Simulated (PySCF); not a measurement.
# Polarisability and C₆ of C (carbon, neutral)

[He] 2s2 2p2, high-spin 3P determinant. Computed with PySCF 2.14 in aug-cc-pVQZ (6s5p4d3f2g, 80 functions), with the non-relativistic Hamiltonian (point nucleus). Coupled (time-dependent) response in atomic units; α is the mean over directions.

| method | mean α (bohr³) | α xx, yy, zz | C₆ (like pair) | S(−4) |
| --- | --- | --- | --- | --- |
| UHF | 11.97 | 10.91, 12.51, 12.51 | 46.36 | 95.24 |
| PBE | 13.47 | 11.42, 14.49, 14.49 | 54.75 | 112.4 |
| PBE0 | 12.69 | 11.00, 13.53, 13.53 | 50.80 | 95.24 |
| HSE06 | 12.70 | 11.01, 13.54, 13.54 | 50.82 | 95.41 |
| wB97M-V | 12.77 | 11.14, 13.58, 13.58 | 51.02 | 95.67 |

S(−4) is the Cauchy moment in α(ω) = α(0) + S(−4) ω² + …

Reference α: 11.3 ± 0.4 bohr³ (recommended; Schwerdtfeger and Nagle, table of static dipole polarizabilities (2023 update)). Published C₆: 46.60 (Chu and Dalgarno (2004); Tang, Norbeck and Certain (1976)).

α(iu) at wB97M-V:

```csv
u (hartree),α(iu) (bohr³)
0,12.77
0.0500,12.53
0.100,11.90
0.200,10.04
0.300,8.123
0.500,5.289
0.750,3.310
1.00,2.241
1.50,1.212
2.00,0.7572
3.00,0.3769
5.00,0.1516
```

A single London oscillator, α(iu) = α/(1 + u²/ω²), gives C₆ = (3/4) ω α². Matching the computed C₆ needs ω = 4 × 51.02 / (3 × 12.77²) = 0.417 hartree.

The components differ because the open shell of this determinant is not spherical; for a pure term their mean is the scalar polarisability.
